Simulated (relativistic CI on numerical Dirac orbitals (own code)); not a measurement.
## Slater and spin-orbit integrals, I XLIX

Calculated at this level of theory: Dirac-Coulomb-Breit CI, KLI orbitals optimised for each configuration, QED by a radiative potential, unscaled Slater integrals (own radial code, finite nucleus).

Slater integrals F^k, G^k are unscaled and averaged over j, outside the closed core 1s2; ζ comes from projecting the Hamiltonian with its Breit term on Σ l·s of the shell.

- 2s²2p: ζ(2p) = 1.7892e+06 cm⁻¹; <r>(2p) = 0.09581, <r^2>(2p) = 0.01111 (bohr units).
- 2s2p²: F^2(2p,2p) = 991460, G^1(2s,2p) = 1.0455e+06, ζ(2p) = 1.7817e+06 cm⁻¹; <r>(2s) = 0.1109, <r^2>(2s) = 0.01448, <r>(2p) = 0.0959, <r^2>(2p) = 0.01113 (bohr units).
- 2p³: F^2(2p,2p) = 989830, ζ(2p) = 1.7744e+06 cm⁻¹; <r>(2p) = 0.09605, <r^2>(2p) = 0.01117 (bohr units).

Averages of the first 10 configurations, taken without configuration mixing, which lowers the lowest level and can move excited configurations by several eV; other configurations of the list can lie among them:

| Configuration | Parity | States | Average energy above the lowest level (eV) |
| --- | --- | --- | --- |
| 2s²2p | odd | 6 | 226.4 |
| 2s2p² | even | 30 | 599.1 |
| 2p³ | odd | 20 | 1014.7 |
| 2p²3s | even | 30 | 5712.6 |
| 2p²3p | odd | 90 | 5825.6 |
| 2p²3d | even | 150 | 5915.7 |
| 2s²3s | even | 2 | 4980.9 |
| 2s²3p | odd | 6 | 5100.9 |
| 2s²3d | even | 10 | 5191.1 |
| 2s2p3s | odd | 24 | 5325.1 |
